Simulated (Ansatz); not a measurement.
Molecule: ZrH, net charge 0, doublet state. The spin state was set by rule; other spins were not relaxed. 
Coordinates optimised at B3LYP-D3(BJ)/def2-TZVP (Ansatz, a program for electronic structure):
```
Zr
H 1 1.8336
```
Charge 0, spin multiplicity 2.

Total electronic energies in hartree. Cores are frozen in the correlated levels unless marked. Open shells are spin-unrestricted. Spin-orbit coupling is left out. Frozen are the shells of the preceding noble gas and the d and f shells that filled before the atom's block. In def2 rows, elements after Kr have scalar-relativistic effective core potentials. 

The UHF reference is spin-contaminated (<S^2> 0.74 over the pure value in the largest basis). The Hartree-Fock reference is unstable (checked in the largest basis), which strains HF and MP2. The T1 diagnostic of CCSD in the largest basis is 0.121, which is high, so the coupled-cluster rows are less sure than usual.

```tsv
level	program	energy (Eh)
RI-HF/def2-TZVPPD	Ansatz	-47.00734
RI-HF/def2-QZVPP	Ansatz	-47.00963
SVWN5/def2-TZVPD	Ansatz	-47.35158
BLYP-D3(BJ)/def2-TZVPD	Ansatz + dftd3	[?]
revPBE-D4/def2-TZVPD	Ansatz + dftd4	-47.54340
PBE0-D3(BJ)/def2-TZVP	Ansatz + dftd3	-47.48148
PBE0-D3(BJ)/def2-TZVPD	Ansatz + dftd3	-47.48150
PBE0-D4/def2-TZVP	Ansatz + dftd4	-47.48181
PBE0/def2-QZVPP	Ansatz	-47.48387
BHLYP-D3(BJ)/def2-TZVPD	Ansatz + dftd3	-47.41277
BHLYP-D4/def2-TZVPD	Ansatz + dftd4	-47.41321
HSE06/def2-TZVPD	Ansatz	-47.47979
CAM-B3LYP-D4/def2-TZVPD	Ansatz + dftd4	-47.45297
LC-wPBE/def2-TZVPD	Ansatz	-47.49916
wB97X/def2-TZVPD	Ansatz	-47.48255
B2PLYP-D3(BJ)/def2-TZVPD	Ansatz + dftd3	-47.33259
MP2/def2-SVP	Ansatz	-47.03686
MP2/def2-SVPD	Ansatz	-47.04204
RI-MP2/def2-TZVPP	Ansatz	[?]
SCS-MP2/def2-SVP	Ansatz	[?]
SCS-MP2/def2-SVPD	Ansatz	-47.04520
CCSD(T)/def2-TZVPP	Ansatz	-47.09345
```

Q: Fill in the missing entries.

A: 
- BLYP-D3(BJ)/def2-TZVPD, energy (Eh): -47.47115
- RI-MP2/def2-TZVPP, energy (Eh): -47.06640
- SCS-MP2/def2-SVP, energy (Eh): -47.03997
